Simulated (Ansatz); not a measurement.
Ansatz (a program for electronic structure) input (HF/6-31G*):

Ansatz 0.2 input:
```yaml
crystal:
  periodic: [false, false, false]
  atoms:
    - {symbol: C, position_ang: [-0.95447018, -1.10618677, -0.60700993]}
    - {symbol: C, position_ang: [0.26466710, -0.18396770, -0.57630774]}
    - {symbol: C, position_ang: [1.53676947, -0.86249536, 0.01295223]}
    - {symbol: C, position_ang: [0.06269832, 1.05350207, 0.19456340]}
    - {symbol: O, position_ang: [-0.94612646, 1.21682733, 0.91263826]}
    - {symbol: H, position_ang: [-1.19685373, -1.47354879, 0.38255821]}
    - {symbol: H, position_ang: [-1.82549889, -0.60835563, -1.01485540]}
    - {symbol: H, position_ang: [-0.73024810, -1.95706935, -1.23649968]}
    - {symbol: H, position_ang: [0.52285903, 0.15675902, -1.57909290]}
    - {symbol: H, position_ang: [1.76133213, -1.72466423, -0.59993029]}
    - {symbol: H, position_ang: [2.40081197, -0.20832361, -0.00280498]}
    - {symbol: H, position_ang: [1.36369921, -1.20256415, 1.02671855]}
    - {symbol: H, position_ang: [0.80648328, 1.83769602, 0.17323216]}
    - {symbol: H, position_ang: [-0.99156156, 2.04033859, 1.40438066]}
basis:
  gaussian:
    orbitals: 6-31G*
hamiltonian:
  xc: {name: HF}
total_charge: 1
phonons: {temperatures: {t_min: 298.15, t_max: 298.15, t_step: 100}}
```

Output:

```
Functional definition: HF
integrals: 0.04 GiB planned
1104 factors; integrals over basis functions are off by at most 3.5e-4 eV
mean field: 0.26 GiB planned
mean field evaluation 1: about -6289.4426 eV, gradient 4.5e1 eV
mean field evaluation 2: about -6289.5318 eV, gradient 4.5e1 eV
mean field evaluation 4: about -6294.0427 eV, gradient 4.4e0 eV
mean field evaluation 8: about -6294.0996 eV, gradient 9.0e-4 eV
mean field -6294.09964181 eV, -231.3038955426 hartree, gradient 1.4e-5 eV, S^2 0.000000; 0 other end points of the search recorded, 0 dependent functions left out
the calculation of the forces begins
reference -6294.09964181 eV, -231.3038955426 hartree; 20, 20 occupied and 73, 73 virtual orbitals, 1104 factors
these checks for a lower state are left out or cut short: stability, starts, cluster_reference, orbital_swaps, neighbouring_geometries, increment
integrals: 0.04 GiB planned
1104 factors; integrals over basis functions are off by at most 3.5e-4 eV
mean field: 0.26 GiB planned
mean field evaluation 16: about -6294.0995 eV, gradient 1.2e-6 eV
mean field -6294.09945925 eV, -231.3038888336 hartree, gradient 1.5e-6 eV, S^2 0.000000; 0 other end points of the search recorded, 0 dependent functions left out
the calculation of the forces begins
reference -6294.09945925 eV, -231.3038888336 hartree; 20, 20 occupied and 73, 73 virtual orbitals, 1104 factors
these checks for a lower state are left out or cut short: stability, starts, cluster_reference, orbital_swaps, neighbouring_geometries, increment
integrals: 0.04 GiB planned
1104 factors; integrals over basis functions are off by at most 3.5e-4 eV
mean field: 0.26 GiB planned
mean field -6294.09946504 eV, -231.3038890465 hartree, gradient 1.7e-6 eV, S^2 0.000000; 0 other end points of the search recorded, 0 dependent functions left out
the calculation of the forces begins
reference -6294.09946504 eV, -231.3038890465 hartree; 20, 20 occupied and 73, 73 virtual orbitals, 1104 factors
these checks for a lower state are left out or cut short: stability, starts, cluster_reference, orbital_swaps, neighbouring_geometries, increment
integrals: 0.04 GiB planned
1104 factors; integrals over basis functions are off by at most 3.5e-4 eV
mean field: 0.26 GiB planned
mean field -6294.09945467 eV, -231.3038886654 hartree, gradient 3.0e-6 eV, S^2 0.000000; 0 other end points of the search recorded, 0 dependent functions left out
the calculation of the forces begins
reference -6294.09945467 eV, -231.3038886654 hartree; 20, 20 occupied and 73, 73 virtual orbitals, 1104 factors
these checks for a lower state are left out or cut short: stability, starts, cluster_reference, orbital_swaps, neighbouring_geometries, increment
integrals: 0.04 GiB planned
1104 factors; integrals over basis functions are off by at most 3.5e-4 eV
mean field: 0.26 GiB planned
mean field evaluation 32: about -6294.0995 eV, gradient 5.8e-5 eV
mean field -6294.09945298 eV, -231.3038886033 hartree, gradient 3.1e-6 eV, S^2 0.000000; 0 other end points of the search recorded, 0 dependent functions left out
the calculation of the forces begins
reference -6294.09945298 eV, -231.3038886033 hartree; 20, 20 occupied and 73, 73 virtual orbitals, 1104 factors
these checks for a lower state are left out or cut short: stability, starts, cluster_reference, orbital_swaps, neighbouring_geometries, increment
integrals: 0.04 GiB planned
1104 factors; integrals over basis functions are off by at most 3.5e-4 eV
mean field: 0.26 GiB planned
mean field -6294.09943684 eV, -231.3038880099 hartree, gradient 2.8e-6 eV, S^2 0.000000; 0 other end points of the search recorded, 0 dependent functions left out
the calculation of the forces begins
reference -6294.09943684 eV, -231.3038880099 hartree; 20, 20 occupied and 73, 73 virtual orbitals, 1104 factors
these checks for a lower state are left out or cut short: stability, starts, cluster_reference, orbital_swaps, neighbouring_geometries, increment
integrals: 0.04 GiB planned
1104 factors; integrals over basis functions are off by at most 3.5e-4 eV
mean field: 0.26 GiB planned
mean field -6294.09944102 eV, -231.3038881636 hartree, gradient 2.8e-6 eV, S^2 0.000000; 0 other end points of the search recorded, 0 dependent functions left out
the calculation of the forces begins
reference -6294.09944102 eV, -231.3038881636 hartree; 20, 20 occupied and 73, 73 virtual orbitals, 1104 factors
these checks for a lower state are left out or cut short: stability, starts, cluster_reference, orbital_swaps, neighbouring_geometries, increment
integrals: 0.04 GiB planned
1104 factors; integrals over basis functions are off by at most 3.5e-4 eV
mean field: 0.26 GiB planned
mean field -6294.09948948 eV, -231.3038899446 hartree, gradient 3.2e-6 eV, S^2 0.000000; 0 other end points of the search recorded, 0 dependent functions left out
[...]
mean field evaluation 448: about -6294.0996 eV, gradient 2.3e-6 eV
mean field -6294.09956921 eV, -231.3038928747 hartree, gradient 2.5e-6 eV, S^2 0.000000; 0 other end points of the search recorded, 0 dependent functions left out
the calculation of the forces begins
reference -6294.09956921 eV, -231.3038928747 hartree; 20, 20 occupied and 73, 73 virtual orbitals, 1104 factors
these checks for a lower state are left out or cut short: stability, starts, cluster_reference, orbital_swaps, neighbouring_geometries, increment
integrals: 0.04 GiB planned
1104 factors; integrals over basis functions are off by at most 3.5e-4 eV
mean field: 0.26 GiB planned
mean field -6294.09958181 eV, -231.3038933375 hartree, gradient 2.4e-6 eV, S^2 0.000000; 0 other end points of the search recorded, 0 dependent functions left out
the calculation of the forces begins
reference -6294.09958181 eV, -231.3038933375 hartree; 20, 20 occupied and 73, 73 virtual orbitals, 1104 factors
these checks for a lower state are left out or cut short: stability, starts, cluster_reference, orbital_swaps, neighbouring_geometries, increment
integrals: 0.04 GiB planned
1104 factors; integrals over basis functions are off by at most 3.5e-4 eV
mean field: 0.26 GiB planned
mean field -6294.09956721 eV, -231.3038928011 hartree, gradient 2.4e-6 eV, S^2 0.000000; 0 other end points of the search recorded, 0 dependent functions left out
the calculation of the forces begins
reference -6294.09956721 eV, -231.3038928011 hartree; 20, 20 occupied and 73, 73 virtual orbitals, 1104 factors
these checks for a lower state are left out or cut short: stability, starts, cluster_reference, orbital_swaps, neighbouring_geometries, increment
integrals: 0.04 GiB planned
1104 factors; integrals over basis functions are off by at most 3.5e-4 eV
mean field: 0.26 GiB planned
mean field -6294.09957188 eV, -231.3038929725 hartree, gradient 2.3e-6 eV, S^2 0.000000; 0 other end points of the search recorded, 0 dependent functions left out
the calculation of the forces begins
reference -6294.09957188 eV, -231.3038929725 hartree; 20, 20 occupied and 73, 73 virtual orbitals, 1104 factors
these checks for a lower state are left out or cut short: stability, starts, cluster_reference, orbital_swaps, neighbouring_geometries, increment
integrals: 0.04 GiB planned
1104 factors; integrals over basis functions are off by at most 3.5e-4 eV
mean field: 0.26 GiB planned
mean field -6294.09962831 eV, -231.3038950464 hartree, gradient 1.0e-6 eV, S^2 0.000000; 0 other end points of the search recorded, 0 dependent functions left out
the calculation of the forces begins
reference -6294.09962831 eV, -231.3038950464 hartree; 20, 20 occupied and 73, 73 virtual orbitals, 1104 factors
these checks for a lower state are left out or cut short: stability, starts, cluster_reference, orbital_swaps, neighbouring_geometries, increment
integrals: 0.04 GiB planned
1104 factors; integrals over basis functions are off by at most 3.5e-4 eV
mean field: 0.26 GiB planned
mean field -6294.09962342 eV, -231.3038948666 hartree, gradient 1.2e-6 eV, S^2 0.000000; 0 other end points of the search recorded, 0 dependent functions left out
the calculation of the forces begins
reference -6294.09962342 eV, -231.3038948666 hartree; 20, 20 occupied and 73, 73 virtual orbitals, 1104 factors
these checks for a lower state are left out or cut short: stability, starts, cluster_reference, orbital_swaps, neighbouring_geometries, increment
integrals: 0.04 GiB planned
1104 factors; integrals over basis functions are off by at most 3.5e-4 eV
mean field: 0.26 GiB planned
mean field evaluation 480: about -6294.0081 eV, gradient 3.3e-1 eV
mean field -6294.09963175 eV, -231.3038951728 hartree, gradient 2.1e-6 eV, S^2 0.000000; 0 other end points of the search recorded, 0 dependent functions left out
the calculation of the forces begins
reference -6294.09963175 eV, -231.3038951728 hartree; 20, 20 occupied and 73, 73 virtual orbitals, 1104 factors
these checks for a lower state are left out or cut short: stability, starts, cluster_reference, orbital_swaps, neighbouring_geometries, increment
integrals: 0.04 GiB planned
1104 factors; integrals over basis functions are off by at most 3.5e-4 eV
mean field: 0.26 GiB planned
mean field -6294.09961891 eV, -231.3038947010 hartree, gradient 2.0e-6 eV, S^2 0.000000; 0 other end points of the search recorded, 0 dependent functions left out
the calculation of the forces begins
reference -6294.09961891 eV, -231.3038947010 hartree; 20, 20 occupied and 73, 73 virtual orbitals, 1104 factors
these checks for a lower state are left out or cut short: stability, starts, cluster_reference, orbital_swaps, neighbouring_geometries, increment
integrals: 0.04 GiB planned
1104 factors; integrals over basis functions are off by at most 3.5e-4 eV
mean field: 0.26 GiB planned
mean field -6294.09951836 eV, -231.3038910059 hartree, gradient 1.3e-6 eV, S^2 0.000000; 0 other end points of the search recorded, 0 dependent functions left out
the calculation of the forces begins
reference -6294.09951836 eV, -231.3038910059 hartree; 20, 20 occupied and 73, 73 virtual orbitals, 1104 factors
these checks for a lower state are left out or cut short: stability, starts, cluster_reference, orbital_swaps, neighbouring_geometries, increment
integrals: 0.04 GiB planned
1104 factors; integrals over basis functions are off by at most 3.5e-4 eV
mean field: 0.26 GiB planned
mean field -6294.09951121 eV, -231.3038907432 hartree, gradient 1.5e-6 eV, S^2 0.000000; 0 other end points of the search recorded, 0 dependent functions left out
the calculation of the forces begins
reference -6294.09951121 eV, -231.3038907432 hartree; 20, 20 occupied and 73, 73 virtual orbitals, 1104 factors
these checks for a lower state are left out or cut short: stability, starts, cluster_reference, orbital_swaps, neighbouring_geometries, increment
integrals: 0.04 GiB planned
1104 factors; integrals over basis functions are off by at most 3.5e-4 eV
mean field: 0.26 GiB planned
mean field -6294.09958621 eV, -231.3038934993 hartree, gradient 1.3e-6 eV, S^2 0.000000; 0 other end points of the search recorded, 0 dependent functions left out
the calculation of the forces begins
reference -6294.09958621 eV, -231.3038934993 hartree; 20, 20 occupied and 73, 73 virtual orbitals, 1104 factors
these checks for a lower state are left out or cut short: stability, starts, cluster_reference, orbital_swaps, neighbouring_geometries, increment
integrals: 0.04 GiB planned
1104 factors; integrals over basis functions are off by at most 3.5e-4 eV
mean field: 0.26 GiB planned
mean field evaluation 512: about -6294.0996 eV, gradient 2.8e-5 eV
mean field -6294.09959338 eV, -231.3038937626 hartree, gradient 1.4e-6 eV, S^2 0.000000; 0 other end points of the search recorded, 0 dependent functions left out
the calculation of the forces begins
reference -6294.09959338 eV, -231.3038937626 hartree; 20, 20 occupied and 73, 73 virtual orbitals, 1104 factors
Total energy: -6294.09964181 eV, -231.3038955426 hartree
Atom 0 at    -0.954470    -1.106187    -0.607010 Å, force    -0.001185     0.000284    -0.000660 eV/Å
Atom 1 at     0.264667    -0.183968    -0.576308 Å, force     0.001485     0.000241     0.001543 eV/Å
Atom 2 at     1.536769    -0.862495     0.012952 Å, force     0.000779    -0.000702    -0.000974 eV/Å
Atom 3 at     0.062698     1.053502     0.194563 Å, force    -0.001594     0.002422     0.001056 eV/Å
Atom 4 at    -0.946126     1.216827     0.912638 Å, force     0.000416    -0.002201    -0.000910 eV/Å
Atom 5 at    -1.196854    -1.473549     0.382558 Å, force    -0.000220    -0.000157    -0.000131 eV/Å
Atom 6 at    -1.825499    -0.608356    -1.014855 Å, force    -0.000238    -0.000168     0.000405 eV/Å
Atom 7 at    -0.730248    -1.957069    -1.236500 Å, force    -0.000023    -0.000271    -0.000025 eV/Å
Atom 8 at     0.522859     0.156759    -1.579093 Å, force     0.000347     0.000311    -0.000344 eV/Å
Atom 9 at     1.761332    -1.724664    -0.599930 Å, force     0.000074    -0.000430    -0.000282 eV/Å
Atom 10 at     2.400812    -0.208324    -0.002805 Å, force     0.000104     0.000408     0.000259 eV/Å
Atom 11 at     1.363699    -1.202564     1.026719 Å, force     0.000053     0.000042     0.000510 eV/Å
Atom 12 at     0.806483     1.837696     0.173232 Å, force    -0.002566    -0.000996     0.000979 eV/Å
Atom 13 at    -0.991562     2.040339     1.404381 Å, force     0.002569     0.001218    -0.001429 eV/Å
Dipole moment:     0.139968     0.962409     0.250290 e Å
Vibrations: 70.54 224.23 254.50 285.12 354.51 403.56 662.87 784.29 856.78 956.42 1024.86 1050.92 1118.98 1201.36 1263.86 1292.74 1356.24 1391.92 1509.75 1547.82 1565.79 1580.45 1621.86 1629.16 1642.45 1646.86 1780.28 3194.12 3226.99 3234.53 3304.39 3310.13 3319.11 3327.15 3355.14 3942.90 cm⁻¹, zero-point energy 3.675670 eV
```

The blocks after the first are displaced geometries, from whose forces the wavenumbers follow.

The dipole moment of an ion depends on the origin.
